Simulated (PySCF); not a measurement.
Run record: geometry optimisation, `F[SiH]1C[SiH2]C1`.

Method: PBE0-D3(BJ)/def2-SVP geometry optimisation, gas phase (PySCF 2.14.0). Start geometry: GFN2-xTB. A driver script takes a list of jobs; this job's settings line and coordinates (Å) are shown.

Command:
```bash
OMP_NUM_THREADS=1 python probes_run.py task.json out
```

Input:
```
{"job": {"xc": "PBE0", "basis": "def2-SVP", "d3": "d3bj", "grid": 1, "shake": 0.01, "kind": "geom"}, "charge": 0, "multiplicity": 1}
F      1.598310    -0.713820     1.858510
Si     1.176240    -0.599160     0.283910
C     -0.631780    -1.188030     0.003220
Si    -1.183250     0.615230    -0.305210
C      0.615840     1.165940    -0.173160
H      2.297920    -1.228120    -0.384730
H     -0.732500    -1.852750    -0.837220
H     -1.045320    -1.678050     0.862210
H     -2.088420     1.148850     0.767950
H     -1.819670     0.827410    -1.609990
H      0.810570     1.917740     0.608620
H      1.041750     1.556500    -1.083150
```

Output:
```
step   0  E = -758.56623761  max force = 0.030867
step   1  E = -758.56877631  max force = 0.018172
step   2  E = -758.57146184  max force = 0.007251
step   3  E = -758.57185401  max force = 0.000996
step   4  E = -758.57188195  max force = 0.000435
step   5  E = -758.57189632  max force = 0.000446
optimisation converged
```

Energies in Eh; «max force» is the largest Cartesian gradient component in Eh/bohr.

Problem. Give the first gradient maximum in eV/Å.

Solution. With 1 Eh/bohr = 51.422 eV/Å, 1.587 eV/Å.

Main results: final energy -758.57190 Eh after 5 steps; dipole 1.53 D.

Problem. Where do the atoms end?

Solution. 0.061 Å rms from the input after alignment:
```
atom  x, y, z in Å
F1     1.3326    0.1409    2.1413
Si2    1.1751   -0.1233    0.5396
C3    -0.2187   -1.3388    0.1726
Si4   -1.2123    0.1335   -0.5284
C5     0.2775    1.3054   -0.3012
H6     2.5318   -0.4694    0.0250
H7     0.0460   -2.1048   -0.5743
H8    -0.6559   -1.8469    1.0455
H9    -2.3800    0.5041    0.3268
H10   -1.6653   -0.0374   -1.9426
H11    0.1009    2.1900    0.3295
H12    0.7428    1.6414   -1.2416
```

The run took 23 s wall on Arm Neoverse V2, one thread, on a shared host, and the process peaked at 0.47 GiB of memory.
Labels such as C1 count atoms from 1, the log's own numbers from 0.
